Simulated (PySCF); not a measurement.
## Electronic structure of Ta⁶¹⁺ (tantalum, charge +61) at the UHF level

Configuration: [Ne] 3s2, closed-shell 1S. Calculation: PySCF 2.14, in an even-tempered Gaussian basis (17 s from 17 bohr⁻², ratio 2.5; 12 p from 23 bohr⁻², ratio 2.5; 4 d from 82 bohr⁻², ratio 2.7; 4 f from 120 bohr⁻², ratio 2.7); the spin-free X2C one-electron Hamiltonian (Gaussian nucleus).

```
Total energy             : -11233.465982 hartree
One-electron energy      : -12031.7529 hartree
Hartree (Coulomb) energy : 944.6322 hartree
Exchange energy          : -146.3453 hartree
⟨S²⟩                     : 0.0000
⟨L²⟩                     : 0.000
Sum of ⟨r⟩               : 0.9755 bohr
Sum of ⟨r²⟩              : 0.1297 bohr²
```

| shell | electrons | mean orbital energy (eV) | rms radius, mean of both spins (bohr) |
| --- | --- | --- | --- |
| 1s | 2 | -72907.9 | 0.0211 |
| 2s | 2 | -16624.1 | 0.0838 |
| 2p | 6 | -15224.2 | 0.0759 |
| 3s | 2 | -6773.2 | 0.200 |

Spin-orbit coupling, which splits the p, d and f shells strongly at this Z, is absent.

Densities and radii are taken from the X2C orbitals without a picture-change correction, which distorts them close to the nucleus.

Spin-orbit constants ζ (cm⁻¹) from the X2C one-electron operator on these orbitals: bare nucleus, nucleus screened by l(l+1)(2l+1)/3 electrons, and screened by the Breit-Pauli mean field of the electrons.

```csv
shell,bare,screened nucleus,mean field
2p,6634000,6453000,6395000
```
